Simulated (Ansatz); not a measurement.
`CCO[Si](C)(OCC)OCC`. Total charge 0; spin multiplicity 1.

Z-matrix (Å, degrees):
```
C
C 1 1.508
H 1 1.092 2 110.6
H 1 1.093 2 110.4 3 -120.1
H 1 1.092 2 110.4 3 119.8
O 2 1.413 1 109.3 3 -59.9
H 2 1.096 1 110.4 3 179.4
H 2 1.098 1 110.0 3 61.0
Si 6 1.631 2 125.5 1 -177.6
C 9 1.857 6 111.2 2 -65.5
O 9 1.631 6 107.7 2 56.6
O 9 1.631 6 107.7 2 172.5
H 10 1.093 9 111.1 6 -60.9
H 10 1.093 9 111.1 6 59.1
H 10 1.093 9 111.1 6 179.1
C 11 1.413 9 125.5 6 172.5
C 12 1.413 9 125.4 6 56.6
C 16 1.508 11 109.3 9 -177.5
H 16 1.096 11 109.7 9 -56.3
H 16 1.098 11 110.0 9 61.6
C 17 1.508 12 109.3 9 -177.7
H 17 1.096 12 109.7 9 -56.5
H 17 1.098 12 110.0 9 61.4
H 18 1.093 16 110.4 11 -180.0
H 18 1.092 16 110.6 11 -59.9
H 18 1.092 16 110.4 11 60.0
H 21 1.092 17 110.6 12 -59.9
H 21 1.093 17 110.4 12 -180.0
H 21 1.092 17 110.4 12 60.0
```

Q: Give the diagnostics of a CCSD(T)/def2-TZVPP run (frozen core, the Gaussian-basis code of Ansatz). (Best estimate.)

A: Computed: T1 = 0.0108, largest single amplitude 0.009, largest double 0.006, (T) share of the correlation energy 3.7 %, 9 CCSD cycles. The RHF solution is stable towards an unrestricted one. T1 lies under the customary mark of 0.02 for closed shells.
